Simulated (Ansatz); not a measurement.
`c1cc2ccc3ccc4cncc(c2c1)c34` with charge -1. Charge -1, multiplicity 2. Geometry r2SCAN-D4/def2-SVP, that of the neutral singlet; atoms count from 1.

```csv
atom,x (Å),y (Å),z (Å)
C1,0.385,-3.470,-1.249
C2,-0.083,-2.579,-2.200
C3,-0.184,-1.290,-1.592
C4,-0.621,-0.166,-2.269
C5,-0.775,1.167,-1.817
C6,-0.514,1.658,-0.551
C7,-0.694,3.049,-0.140
C8,-0.344,3.187,1.172
C9,0.080,1.882,1.675
C10,0.527,1.463,2.914
N11,0.870,0.171,3.144
C12,0.773,-0.698,2.161
C13,0.325,-0.407,0.823
C14,0.263,-1.447,-0.165
C15,0.597,-2.786,-0.010
C16,-0.026,0.939,0.607
H17,0.568,-4.536,-1.407
H18,-0.338,-2.794,-3.239
H19,-0.888,-0.337,-3.320
H20,-1.143,1.888,-2.556
H21,-1.055,3.835,-0.806
H22,-0.370,4.104,1.762
H23,0.623,2.154,3.760
H24,1.063,-1.728,2.403
H25,0.963,-3.260,0.901
```

(1) Estimate the Mulliken populations from the PBE0/def2-SVP orbitals of Ansatz.

(2) Where does the spin sit?

(3) And the Mayer bond orders between heavy atoms (over 0.3)?

Answers

(1) 
| atom | charge (e) | spin (α − β) |
| --- | --- | --- |
| C1 | -0.03 | 0.17 |
| C2 | -0.08 | -0.07 |
| C3 | 0.01 | 0.13 |
| C4 | -0.07 | 0.13 |
| C5 | -0.07 | 0.04 |
| C6 | 0.01 | 0.20 |
| C7 | -0.04 | -0.03 |
| C8 | -0.04 | 0.18 |
| C9 | -0.05 | 0.02 |
| C10 | -0.01 | 0.08 |
| N11 | -0.20 | 0.00 |
| C12 | -0.01 | 0.16 |
| C13 | 0.00 | -0.04 |
| C14 | -0.01 | 0.14 |
| C15 | -0.11 | -0.05 |
| C16 | 0.02 | -0.02 |
| H17 | -0.04 | -0.01 |
| H18 | -0.05 | 0.00 |
| H19 | -0.04 | -0.01 |
| H20 | -0.04 | 0.00 |
| H21 | -0.04 | 0.00 |
| H22 | -0.04 | -0.01 |
| H23 | -0.03 | 0.00 |
| H24 | -0.02 | -0.01 |
| H25 | -0.04 | 0.00 |
Mulliken values depend strongly on the basis.

(2) Summed by element: C 1.04, N 0.00, H -0.04, of 1 unpaired in all. Largest on single atoms: C6 0.20, C8 0.18, C1 0.17.

(3) C1–C2 1.41 (1.39 Å); C1–C15 1.26 (1.43 Å); C2–C3 1.27 (1.43 Å); C3–C4 1.34 (1.38 Å); C3–C14 1.11 (1.50 Å); C4–C5 1.40 (1.42 Å); C5–C6 1.35 (1.38 Å); C6–C7 1.19 (1.46 Å); C6–C16 1.16 (1.45 Å); C7–C8 1.51 (1.36 Å); C8–C9 1.13 (1.46 Å); C9–C10 1.37 (1.38 Å); C9–C16 1.24 (1.43 Å); C10–N11 1.46 (1.36 Å); N11–C12 1.57 (1.32 Å); C12–C13 1.28 (1.44 Å); C13–C14 1.13 (1.44 Å); C13–C16 1.35 (1.41 Å); C14–C15 1.47 (1.39 Å).
